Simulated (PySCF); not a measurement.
C₃H₈BFO, singlet, geometry from GFN2-xTB; HF/6-31G, polarisability (PySCF).

The PySCF input:
```python
from pyscf import gto, scf
from pyscf.prop import polarizability

mol = gto.Mole()
mol.atom = '''
    B     0.003959    0.763420    0.318658
    F     0.347327    1.873618   -0.363944
    O     0.013413    0.830787    1.645157
    H     0.268364    1.671650    2.029571
    C    -0.396149   -0.550308   -0.494535
    C    -0.779699   -1.724897    0.408782
    C     0.731297   -0.965329   -1.453209
    H    -1.266604   -0.303281   -1.115419
    H    -1.078389   -2.583802   -0.188677
    H     0.064042   -2.011065    1.031163
    H    -1.602786   -1.449112    1.062076
    H     0.998007   -0.139691   -2.107999
    H     0.416363   -1.808384   -2.064461
    H     1.615264   -1.259079   -0.891530
'''
mol.basis = '6-31g'
mol.charge = 0
mol.spin = 0
mol.verbose = 4
mol.build()

mf = scf.RHF(mol)
mf.kernel()
alpha = mf.Polarizability().polarizability()[2, 2]
print('alpha_zz =', alpha)
```

What the program printed (banner, timings and long lists left out):

```
site-packages/pyscf/prop/efg/rhf.py:45: UserWarning: Module EFG is under testing
  warnings.warn('Module EFG is under testing')
site-packages/pyscf/prop/efg/dhf.py:30: UserWarning: Module EFG is under testing
  warnings.warn('Module EFG is under testing')
site-packages/pyscf/prop/zfs/uhf.py:40: UserWarning: Module ZFS is under testing
  warnings.warn('Module ZFS is under testing')
site-packages/pyscf/prop/gtensor/uhf.py:43: UserWarning: Module g-tensor is under testing
  warnings.warn('Module g-tensor is under testing')
site-packages/pyscf/prop/gtensor/uks.py:41: UserWarning: Module g-tensor is under testing
  warnings.warn('Module g-tensor is under testing')
site-packages/pyscf/prop/hfc/uks.py:35: UserWarning: Module HFC is under testing
  warnings.warn('Module HFC is under testing')
site-packages/pyscf/prop/magnetizability/rhf.py:39: UserWarning: Module magnetizability is under testing
  warnings.warn('Module magnetizability is under testing')
site-packages/pyscf/prop/magnetizability/uhf.py:37: UserWarning: Module magnetizability is under testing
  warnings.warn('Module magnetizability is under testing')
site-packages/pyscf/prop/magnetizability/rks.py:37: UserWarning: Module magnetizability is under testing
  warnings.warn('Module magnetizability is under testing')
site-packages/pyscf/prop/magnetizability/uks.py:39: UserWarning: Module magnetizability is under testing
  warnings.warn('Module magnetizability is under testing')
site-packages/pyscf/prop/polarizability/uhf.py:34: UserWarning: Module polarizability is under testing
  warnings.warn('Module polarizability is under testing')
site-packages/pyscf/prop/polarizability/rks.py:29: UserWarning: Module polarizability is under testing
  warnings.warn('Module polarizability is under testing')
site-packages/pyscf/prop/polarizability/uks.py:29: UserWarning: Module polarizability is under testing
  warnings.warn('Module polarizability is under testing')
PySCF version 2.14.0

[INPUT] verbose = 4
[INPUT] num. atoms = 14
[INPUT] num. electrons = 48
[INPUT] charge = 0
[INPUT] spin (= nelec alpha-beta = 2S) = 0
[INPUT] symmetry False subgroup None
[INPUT] Mole.unit = angstrom
[INPUT] Symbol           X                Y                Z      unit          X                Y                Z       unit  Magmom
[INPUT]  1 B      0.003959000000   0.763420000000   0.318658000000 AA    0.007481425727   1.442654718015   0.602176347402 Bohr   0.0
[INPUT]  2 F      0.347327000000   1.873618000000  -0.363944000000 AA    0.656352905667   3.540624882055  -0.687754484679 Bohr   0.0
[INPUT]  3 O      0.013413000000   0.830787000000   1.645157000000 AA    0.025346896509   1.569959897849   3.108896161911 Bohr   0.0
[INPUT]  4 H      0.268364000000   1.671650000000   2.029571000000 AA    0.507134461693   3.158960676129   3.835333340360 Bohr   0.0
[INPUT]  5 C     -0.396149000000  -0.550308000000  -0.494535000000 AA   -0.748613114520  -1.039931404157  -0.934535709012 Bohr   0.0
[INPUT]  6 C     -0.779699000000  -1.724897000000   0.408782000000 AA   -1.473417569597  -3.259582923084   0.772486024652 Bohr   0.0
[INPUT]  7 C      0.731297000000  -0.965329000000  -1.453209000000 AA    1.381951045716  -1.824207430100  -2.746167011753 Bohr   0.0
[INPUT]  8 H     -1.266604000000  -0.303281000000  -1.115419000000 AA   -2.393534668279  -0.573118028784  -2.107836424136 Bohr   0.0
[INPUT]  9 H     -1.078389000000  -2.583802000000  -0.188677000000 AA   -2.037859865744  -4.882678140103  -0.356547856005 Bohr   0.0
[INPUT] 10 H      0.064042000000  -2.011065000000   1.031163000000 AA    0.121021840469  -3.800362068698   1.948615659785 Bohr   0.0
[INPUT] 11 H     -1.602786000000  -1.449112000000   1.062076000000 AA   -3.028826576287  -2.738424803821   2.007032763474 Bohr   0.0
[INPUT] 12 H      0.998007000000  -0.139691000000  -2.107999000000 AA    1.885959900399  -0.263977732067  -3.983540780857 Bohr   0.0
[INPUT] 13 H      0.416363000000  -1.808384000000  -2.064461000000 AA    0.786812038402  -3.417350488045  -3.901265884846 Bohr   0.0
[INPUT] 14 H      1.615264000000  -1.259079000000  -0.891530000000 AA    3.052406578869  -2.379314479191  -1.684747531833 Bohr   0.0

nuclear repulsion = 236.598111864976
number of shells = 46
number of NR pGTOs = 164
number of NR cGTOs = 70
basis = 6-31g
ecp = {}

******** <class 'pyscf.scf.hf.RHF'> ********
method = RHF
initial guess = minao
damping factor = 0
level_shift factor = 0
DIIS = <class 'pyscf.scf.diis.CDIIS'>
diis_start_cycle = 1
diis_space = 8
diis_damp = 0
SCF conv_tol = 1e-09
SCF conv_tol_grad = None
SCF max_cycles = 50
direct_scf = True
direct_scf_tol = 1e-13
Set gradient conv threshold to 3.16228e-05
Initial guess from minao.
init E= -318.223095314555
  HOMO = -0.323083570116861  LUMO = 0.101529993919478  gap/eV = 11.55432
cycle= 1 E= -317.166963004697  delta_E= 1.06  |g|= 0.609  |ddm|= 3.05
  HOMO = -0.459306206919378  LUMO = 0.169166862757331  gap/eV = 17.10162
cycle= 2 E= -317.242426207503  delta_E= -0.0755  |g|= 0.323  |ddm|= 0.733
  HOMO = -0.444419623384066  LUMO = 0.177261635535507  gap/eV = 16.91681
cycle= 3 E= -317.260382281638  delta_E= -0.018  |g|= 0.0499  |ddm|= 0.234
  HOMO = -0.44464350796133  LUMO = 0.183156997213496  gap/eV = 17.08332
cycle= 4 E= -317.261246189844  delta_E= -0.000864  |g|= 0.00542  |ddm|= 0.0755
  HOMO = -0.445782939466302  LUMO = 0.181745892842125  gap/eV = 17.07593
cycle= 5 E= -317.261261346055  delta_E= -1.52e-05  |g|= 0.00177  |ddm|= 0.0135
  HOMO = -0.44578236635781  LUMO = 0.181939371368756  gap/eV = 17.08118
cycle= 6 E= -317.261262511537  delta_E= -1.17e-06  |g|= 0.000758  |ddm|= 0.00339
  HOMO = -0.445752953991887  LUMO = 0.181986226080847  gap/eV = 17.08165
cycle= 7 E= -317.261262695538  delta_E= -1.84e-07  |g|= 0.000179  |ddm|= 0.00115
  HOMO = -0.445760578488816  LUMO = 0.181965986720764  gap/eV = 17.08131
cycle= 8 E= -317.261262712623  delta_E= -1.71e-08  |g|= 4.35e-05  |ddm|= 0.000403
  HOMO = -0.445764168716162  LUMO = 0.181962741289087  gap/eV = 17.08132
cycle= 9 E= -317.261262713488  delta_E= -8.65e-10  |g|= 1.19e-05  |ddm|= 7.54e-05
  HOMO = -0.445760840457059  LUMO = 0.181965106621326  gap/eV = 17.08129
Extra cycle  E= -317.26126271355  delta_E= -6.14e-11  |g|= 5.19e-06  |ddm|= 1.78e-05
converged SCF energy = -317.26126271355
Isotropic polarizability 41.3114848246
Polarizability anisotropy 6.16479338646
alpha_zz = 44.13244977722993
```
